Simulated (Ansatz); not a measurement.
An input meant for GeTe₂⁻ (charge -1, quartet; atoms displaced at random, 0.03 Å in each coordinate).

```yaml
crystal:
  periodic: [false, false, false]
  atoms:
    - {symbol: Ge, position_ang: [-0.446107, 0.037930, -0.512051]}
    - {symbol: Te, position_ang: [-0.370965, 2.079352, 0.885778]}
    - {symbol: Te, position_ang: [0.706001, -2.121936, -0.284924]}
basis:
  gaussian: {orbitals: def2-SVP, fitting: {mean_field: cc-pVTZ-jkfit}}
total_charge: -1
magnetization: {spin_polarized: true, initial_magnetization: 3}
hamiltonian: {xc: {name: BHLYP}}
scf: {omitted_lower_state_checks: [starts]}
output: {forces: true}
```

```sh
$ ansatz run in.yaml --threads 4 --pin off --events-out ev --progress --plain --max-ram 3916MiB
```

Shortened log:

```
Functional definition: BHLYP
Error: [file] the basis set cc-pVTZ-JKFIT has no functions for Te
```

In the def2 sets Te takes a core potential; there is no spin–orbit coupling. The highest occupied level of an anion often lies above zero with these methods, and sets without diffuse functions describe the outer electron poorly.
